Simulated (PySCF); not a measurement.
Excitations are Tamm–Dancoff values on a coarser integration grid. The basis has no diffuse functions, so Rydberg states are missing or too high.

Cartesian coordinates (Å):
SMILES: S1C(SS1)C=C
```xyz
10

C     -1.8080    -0.1577     0.0432
C     -0.5399     0.0228     0.4277
C      0.6020    -0.0328    -0.5168
S      1.9200    -1.2502    -0.0332
S      2.8567     0.4131     0.8959
S      1.6693     1.4883    -0.4972
H     -2.6323    -0.1122     0.7556
H     -2.0644    -0.3574    -1.0002
H     -0.2835     0.2227     1.4717
H      0.2800    -0.2367    -1.5466
```
Charge 0, multiplicity 1.

Task: Predict the S1–T1 gap (TDA), S1 oscillator strength and HOMO from PySCF 2.14.0 with PBE-D3(BJ)/def2-TZVP.

Result: 
```json
{
 "S1–T1 gap (TDA)": "0.43 eV",
 "S1 oscillator strength": "0.001",
 "HOMO": "-4.88 eV"
}
```
